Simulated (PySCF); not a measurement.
Al²⁺ (aluminium, charge +2): r2SCAN calculation

Configuration: [Ne] 3p1, 2P determinant (an excited configuration). Calculation: PySCF 2.14, in aug-cc-pV(T+d)Z; the non-relativistic Hamiltonian (point nucleus).

```json
{
 "Total energy": "-241.2066 hartree",
 "One-electron energy": "-326.5529 hartree",
 "Hartree (Coulomb) energy": "103.4166 hartree",
 "Exchange-correlation energy": "-18.0704 hartree",
 "Kinetic energy": "240.57728 hartree",
 "⟨S²⟩": "0.7500",
 "⟨L²⟩": "2.005",
 "Sum of ⟨r⟩": "7.626 bohr",
 "Sum of ⟨r²⟩": "11.10 bohr²",
 "Traceless quadrupole moment −½Σ⟨3z² − r²⟩ along its main axis": "-3.11 e·bohr²",
 "Density at the nucleus (Gaussians lack the cusp)": "1370 bohr⁻³",
 "Spin density at the nucleus": "0.0497 bohr⁻³",
 "Langevin diamagnetic susceptibility": "-8.79 ×10⁻⁶ cm³/mol"
}
```

```
shell  electrons  mean orbital energy (eV)  spread (eV)  rms radius, mean of both spins (bohr)
 1s α          1                   -1541.0            0                                  0.140
 1s β          1                   -1540.8            0                                  0.140
 2s α          1                   -133.32            0                                  0.682
 2s β          1                   -133.25            0                                  0.682
 2p α          3                   -93.543        0.181                                  0.673
 2p β          3                   -93.375        0.457                                  0.673
 3p α          1                   -18.865            0                                   2.72
```
